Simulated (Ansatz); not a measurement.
A CCSD(T) single point on C$_{2}$H$_{4}$OSi (`O[SiH]1C=C1`).

```yaml
crystal:
  periodic: [false, false, false]
  atoms:
    - {symbol: O, position_ang: [-0.426027, 1.663313, -1.009403]}
    - {symbol: Si, position_ang: [0.263458, 0.703853, 0.127516]}
    - {symbol: C, position_ang: [0.614863, -1.040848, -0.069685]}
    - {symbol: C, position_ang: [-0.433192, -0.824272, 0.748693]}
    - {symbol: H, position_ang: [-1.008007, 1.238317, -1.642186]}
    - {symbol: H, position_ang: [1.082000, 1.626730, 0.931548]}
    - {symbol: H, position_ang: [1.101958, -1.939953, -0.431929]}
    - {symbol: H, position_ang: [-1.102852, -1.484340, 1.289746]}
basis:
  gaussian: {orbitals: def2-SVP}
correlation: {method: ccsd_t}
```

```sh
$ ansatz run in.yaml --threads 2 --pin off --events-out ev --progress --plain --max-ram 4352MiB
```

Log, shortened:

```
Functional definition: HF
796 factors; integrals over basis functions are off by at most 1.0e-3 eV
mean field evaluation 1: about -12014.2071 eV, gradient 3.6e1 eV
mean field evaluation 2: about -12014.2108 eV, gradient 3.6e1 eV
mean field evaluation 4: about -12017.0876 eV, gradient 3.2e0 eV
mean field evaluation 8: about -12017.1199 eV, gradient 1.0e-4 eV
mean field -12017.11990206 eV, -441.6210109044 hartree, gradient 2.4e-6 eV, S^2 0.000000; 0 other end points of the search recorded, 0 dependent functions left out
8 core orbitals not correlated: weight in the atoms' cores, before any rotation towards them, 1.000 or more for the frozen orbitals, at most 0.000 for the correlated occupied ones
reference -12017.11990206 eV, -441.6210109044 hartree; 11, 11 occupied and 61, 61 virtual orbitals, 796 factors
second order -14.57270246 eV of doubles, -0.00000000 eV of singles
cycle   1  -14.95659063 eV  change   -3.8e-1 eV  update   8.9e-2
cycle   2  -15.35509490 eV  change   -4.0e-1 eV  update   2.8e-2
cycle   3  -15.44947185 eV  change   -9.4e-2 eV  update   1.3e-2
cycle   4  -15.44727486 eV  change    2.2e-3 eV  update   3.5e-3
cycle   5  -15.44711723 eV  change    1.6e-4 eV  update   1.4e-3
cycle   6  -15.44740472 eV  change   -2.9e-4 eV  update   3.8e-4
cycle   7  -15.44733814 eV  change    6.7e-5 eV  update   1.4e-4
cycle   8  -15.44730965 eV  change    2.8e-5 eV  update   3.8e-5
cycle   9  -15.44731478 eV  change   -5.1e-6 eV  update   1.6e-5
perturbative correction -0.50952690 eV, -0.0187247682 hartree
Total energy: -12033.07674374 eV, -442.2074140202 hartree
```

Run time 2.9 s (2 threads of an Arm Neoverse V1 on a shared host); peak host memory 0.23 GiB.

Correlation energy per correlated electron: -0.725 eV. T1 diagnostic: 0.0124.
